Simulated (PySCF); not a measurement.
Constitutional and geometric isomers with formula CH3B2N. Gas-phase values, no solvent. One relaxed conformer stands for each flexible species; it need not be the lowest. Strings in code marks are SMILES.

Quantity: electronic energy of isomers of CH3B2N relative to `B=NB=C`, in kJ/mol.

Case: `[H]/B=C\B=N`. Geometry of `[H]/B=C\B=N` (neutral, multiplicity 1, Å):

```xyz
7

B     -1.6059     0.2998     0.0268
C     -0.6521    -0.6631     0.2618
B      0.7491    -0.1249     0.3814
N      1.8940     0.3464     0.4753
H     -2.3741     1.1654    -0.1731
H     -0.8243    -1.7293     0.3628
H      2.8132     0.7057     0.5535
```

**Question.** What is the computed electronic energy of isomers of CH3B2N relative to `B=NB=C` (B3LYP/3-21G // PBE0-D3(BJ)/def2-TZVP (PySCF))?

**Answer.** 100.6 kJ/mol.
